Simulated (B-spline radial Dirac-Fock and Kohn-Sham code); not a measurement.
The computed values come from a radial atomic solver: Dirac-Fock densities.

Q: This computed X-ray form factor belongs to an atom or ion in its tabulated ground configuration. Which?

```tsv
sin θ/λ (Å⁻¹)	f₀
0.25	21.774
0.3	21.676
0.45	21.280
0.6	20.744
0.9	19.317
1	18.759
1.6	14.997
3.5	6.810
4	5.981
```

A: Re⁵³⁺, with 22 electrons in [Ar] 3d4. f₀ tends to the number of electrons as s goes to zero, which the first rows give only roughly, and the rate of fall reflects the nuclear charge, 75.
